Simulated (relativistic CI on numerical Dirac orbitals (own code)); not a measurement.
**Hyperfine structure of Zr²⁺, mass number 91**

Method of calculation: Dirac-Coulomb-Breit CI, separate exchange-only KLI orbitals for each configuration, model QED (radiative potential, 1s self-energy scaled to tabulated hydrogen-like ionisation energies), valence Slater integrals scaled by 0.85, P86 correlation energy added to each configuration (own radial code, finite nucleus).

Configuration list (outside the closed core [Kr]): 4d2, 4d.5s, 5s2, 4d.5p, 4d.4f, 5s.5p, 4d.5d, 4d.6s, 4d.6p, 4f2, 5p2, 4d.6d, 4d.5f, 4d.5g, 5s.6s, 4d.6f. Levels of other configurations are missing.

Nuclear spin I = 5/2, μ = -1.3022 μN, Q = -0.176 b (tables of Stone and Pyykkö). The electronic factors are computed for point nuclear moments, without core polarisation; leaving it out makes A of s and p electrons in near-neutral atoms 20 to 40 % too small, and it can dominate for d and f shells.

| Level | E (eV) | A (MHz) | B (MHz) |
| --- | --- | --- | --- |
| 4d2 3F_2 | 0.0000 | -210.3 | -22 |
| 4d2 3F_3 | 0.0707 | -132.9 | -24.1 |
| 4d2 3F_4 | 0.1565 | -99.88 | -33.1 |
| 4d2 1D_2 | 0.7721 | -137.5 | 22.7 |
| 4d2 3P_1 | 1.0782 | 4.891 | -22.8 |
| 4d2 3P_2 | 1.1307 | -78.67 | 45.4 |
| 4d2 1G_4 | 1.4553 | -135.1 | -130 |
| 4d.5s 3D_1 | 2.5982 | 672.7 | -25.8 |

Levels with J = 0, under 50 % of one LS term, or S terms without an open s electron are left out. Small factors come from cancelling terms and can be off by tens of per cent or more.

For a near-neutral ion this model can misplace configurations by up to about 10,000 cm⁻¹ (more where the count of f electrons changes) and terms by 10 to 25 % of their spread. Rates follow the energies as ν³ (E1, M1) or ν⁵ (E2), so they and the lifetimes can be off by large factors. The fine structure of a lone outer electron comes out too small, for d and f at times inverted, and misplaced configurations move strength between like terms. 26 of the 26 excited levels that our extract of the measured tables holds in this range could be paired (the sources list more); they are missed by 1246 cm⁻¹ on average and 3346 at most, and levels without a partner can miss by more.

Give the hyperfine levels of 4d2 3F_2 relative to its centre of gravity.

With K = F(F + 1) − I(I + 1) − J(J + 1), E = AK/2 + B[¾K(K + 1) − I(I + 1)J(J + 1)]/[2I(2I − 1)J(2J − 1)]: F = 1/2: 1457, F = 3/2: 1151, F = 5/2: 636.3, F = 7/2: -95.8, F = 9/2: -1057 MHz.
